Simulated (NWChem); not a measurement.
trans-dichloroethylene (C$_{2}$H$_{2}$Cl$_{2}$); SMILES Cl/C=C/Cl

All runs: NWChem. Pople sets run with spherical d functions. B3LYP is NWChem's, with the RPA form of VWN correlation. The level has its own optimisation; frequencies are unscaled.

Problem. What does the run give for B3LYP/6-31G*? Quantities: r C–Cl (Å); r C–C (Å); r C–H (Å); highest harmonic frequency (cm⁻¹); lowest (cm⁻¹); zero-point energy (kcal/mol).

Solution. 
```json
{
  "r C–Cl (Å)": "1.742",
  "r C–C (Å)": "1.330",
  "r C–H (Å)": "1.083",
  "highest harmonic frequency (cm⁻¹)": "3255",
  "lowest (cm⁻¹)": "214",
  "zero-point energy (kcal/mol)": "21.3"
}
```
